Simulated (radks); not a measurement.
Values are calculated unless marked as measured or tabulated.
K-, configuration [Ar] 4s2.

Code: a radial shooting solver on a logarithmic mesh with Libxc functionals. Model: non-relativistic Kohn-Sham, r2SCAN, spin-unpolarised, spherical densities, point nucleus; meta-GGA in the generalised Kohn-Sham scheme; Watson sphere of charge +1 and radius 3.68 bohr.

Energy parts (hartree; the electron-nucleus part includes the sphere):
part                       energy
total                  -605.19264
kinetic                 599.50324
electron-nucleus      -1433.61590
Hartree                 262.46453
exchange-correlation    -33.54450

Orbitals (lengths in bohr, moments of r in powers of bohr; r(max) is where P^2 peaks; r(90%) holds 90 % of the orbital's charge):
| orbital | occ. | eigenvalue (hartree) | r(90%) | r(max) |
|---|---|---|---|---|
| 1s | 2 | -129.4264 | 0.145 | 0.05353 |
| 2s | 2 | -13.11707 | 0.605 | 0.3197 |
| 2p | 6 | -10.44116 | 0.579 | 0.2637 |
| 3s | 2 | -1.35780 | 1.93 | 1.083 |
| 3p | 6 | -0.73545 | 2.25 | 1.160 |
| 4s | 2 | -0.12528 | 6.79 | 3.979 |

The highest occupied level is 4s at -3.409 eV. The electron density at the nucleus is 4542 e/bohr^3.
